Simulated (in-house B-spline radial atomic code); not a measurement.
A fraction x of an electron is added to 3d in neutral titanium, starting from [Ar] 3d2 4s2 and keeping the highest spin. All numbers are computed (scalar-relativistic (X2C) Hartree-Fock with fractional occupations, spin-polarised, spherical fractional occupations; Fermi nucleus of rms radius 3.5921 fm) with a radial B-spline atomic code at the basis-set limit, not measured.

Caution: exact exchange at fractional occupations of open shells leaves self-interaction of up to several eV.

```tsv
x	E(x) - E(0) (eV)	3d up level (eV)
0	0.0000	-2.989
0.1	-0.2680	-2.377
0.2	?	?
0.3	-0.6288	-1.254
0.4	?	?
0.5	-0.7799	-0.287
```

Problem. What belongs in the row x = 0.2?

Solution. An energy change of -0.4765 eV; 3d up at -1.798 eV.

Problem. What belongs in the row x = 0.4?

Solution. An energy change of -0.7285 eV; 3d up at -0.748 eV.
